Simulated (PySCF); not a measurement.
Mapped SMILES: `[SiH3:1][PH:2][c:3]1[cH:4][cH:5][c:6]([Cl:7])[cH:8][cH:9]1`. Hydrogens are named by the atom that carries them.

No relativistic terms, averaged over atoms made equivalent by symmetry, fast rotation or ring inversion, one conformer, isolated molecule. σ from GIAO-PBE0/pcSseg-1; coordinates at the GFN2-xTB level; PySCF 2.14.0 with density-fitted response routines.

Chemical shifts δ = σref − σ; TMS for ¹³C (186.93 ppm), ¹H (31.72 ppm), ²⁹Si (349.16 ppm); ³¹P (318.38 ppm) vs H3PO4; HCl for ³⁵Cl (949.78 ppm), all at this level.

```json
{"atoms": "H(Si1)", "nucleus": "¹H", "count": "3", "δ (ppm)": "4.04"}
{"atoms": "C6", "nucleus": "¹³C", "count": "1", "δ (ppm)": "144.8"}
{"atoms": "H(P2)", "nucleus": "¹H", "count": "1", "δ (ppm)": "?"}
{"atoms": "H(C5)/H(C8)", "nucleus": "¹H", "count": "2", "δ (ppm)": "7.49"}
{"atoms": "Si1", "nucleus": "²⁹Si", "count": "1", "δ (ppm)": "-72.5"}
{"atoms": "P2", "nucleus": "³¹P", "count": "1", "δ (ppm)": "-168.6"}
{"atoms": "H(C4)/H(C9)", "nucleus": "¹H", "count": "2", "δ (ppm)": "7.64"}
{"atoms": "C5/C8", "nucleus": "¹³C", "count": "2", "δ (ppm)": "135.1"}
{"atoms": "C3", "nucleus": "¹³C", "count": "1", "δ (ppm)": "138.4"}
{"atoms": "C4/C9", "nucleus": "¹³C", "count": "2", "δ (ppm)": "?"}
{"atoms": "Cl7", "nucleus": "³⁵Cl", "count": "1", "δ (ppm)": "?"}
```

**Question.** Estimate the values marked ?.

**Answer.** 
- C4/C9: 139.0 ppm, aromatic CH; the aromatic region
- H(P2): 3.37 ppm, hydrogen on a phosphorus bonded to C, Si
- Cl7: 236 ppm, chlorine bonded to C

Carbons that carry Cl, above all several Cl atoms, come out too deshielded, partly because spin–orbit coupling is missing. Shifts are as computed. Against solution values, carbons near 30 ppm lie about +3 ppm off and those near 130 ppm about +5 ppm; carbons on Cl a further +6 ppm. Of 1211 compounds with measured shifts, 218 miss one by over three times the rms of a fit or turn the order of signals round; such compounds aren't used in these exercises. Experimental scales use liquid or dissolved standards, which lie at an offset from isolated H3PO4.
